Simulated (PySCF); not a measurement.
Sn(F)(Cl)2(Br), SMILES [F][Sn]([Cl])([Cl])[Br] (PBE0/def2-SVP optimised geometry):

```
5

F     -1.402    -1.919     1.612
Sn    -0.793    -1.073     0.000
Cl    -1.651    -2.292    -1.769
Cl    -1.655     1.073     0.000
Br     1.655    -1.073     0.000
```

Computed with PBE0/def2-TZVP, def2 effective core potentials past Kr run with PySCF 2.14.0.

Question: What are the frontier orbital energies and the dipole moment?

Answer: HOMO-2 -9.93 eV, HOMO-1 -9.53 eV, HOMO -9.47 eV, LUMO -3.57 eV, LUMO+1 -0.50 eV; dipole moment 1.44 D.

On the same geometry PBE/def2-TZVP, def2 effective core potentials past Kr in PySCF gives HOMO-2 -8.46 eV, HOMO-1 -8.16 eV, HOMO -8.11 eV, LUMO -4.42 eV, LUMO+1 -1.30 eV; dipole moment 1.34 D.
